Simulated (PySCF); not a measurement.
Electronic absorption of C6H12N2Si2

Species: C₆H₁₂N₂Si₂.
SMILES: `C1[SiH2]N[SiH2][C@@H]1n1cccc1`

Theory: TDDFT PBE0/def2-SVPD, vertical, gas phase, core orbitals frozen in the response in PySCF. One conformer (not necessarily the lowest) at the PBE0-D3(BJ)/def2-SVP geometry, without solvent, vibrations or thermal averaging.

Q: List the vertical singlet excitations with oscillator strengths and describe the spectrum.

A: 

```tsv
state	E (eV)	E (kJ/mol)	λ (nm)	f	main configurations (H = HOMO, L = LUMO)
S1	5.23	504	237.2	0.0089	H→L (94%)
S2	5.52	533	224.6	0.0009	H→L+1 (94%)
S3	5.72	552	216.9	0.021	H-1→L (94%)
S4	6.03	582	205.6	0.011	H-1→L+1 (68%), H→L+2 (24%)
S5	6.06	585	204.6	0.036	H→L+2 (66%), H-1→L+1 (26%)
S6	6.11	589	203.0	0.0057	H-2→L (95%)
S7	6.21	599	199.8	0.030	H→L+3 (64%)
S8	6.30	608	196.9	0.020	H→L+5 (38%), H→L+4 (20%), H-1→L+2 (15%)
S9	6.33	611	195.7	0.036	H-1→L+2 (28%), H→L+5 (27%), H-1→L+3 (12%)
S10	6.38	616	194.2	0.013	H→L+6 (60%), H→L+3 (17%), H→L+4 (12%)
```

Triplets (Tamm–Dancoff): T1 4.26 eV, H→L+2 (48%), H→L+3 (27%), H→L (10%); T2 5.11 eV, H-1→L+2 (42%), H-1→L (18%), H-1→L+3 (18%); T3 5.25 eV, H→L (78%), H→L+3 (8%); T4 5.48 eV, H→L+1 (90%).

The lowest singlet lies at 5.23 eV (237 nm, ultraviolet) and is weak; its leading configuration is HOMO→LUMO (94%). The largest oscillator strength of a single state is 0.036. Löwdin shares by element: HOMO carbon 83% or more (atoms not listed hold the other 17%); LUMO silicon 40%, hydrogen 10% or more, nitrogen 9% or more (atoms not listed hold the other 40%). The oscillator strengths of these states sum to 0.183; summed over the whole spectrum of an exact calculation they would give the number of electrons, 90 (Thomas–Reiche–Kuhn). Of the 10 states listed, 7 reach f = 0.01 and none stays under 0.0005. Weighted by f, the mean energy of these states is 6.11 eV. The vertical ionisation energy (ΔSCF) is 7.89 eV, 1.51 eV above S10. Singlets were solved by full linear response, triplets in the Tamm–Dancoff approximation.
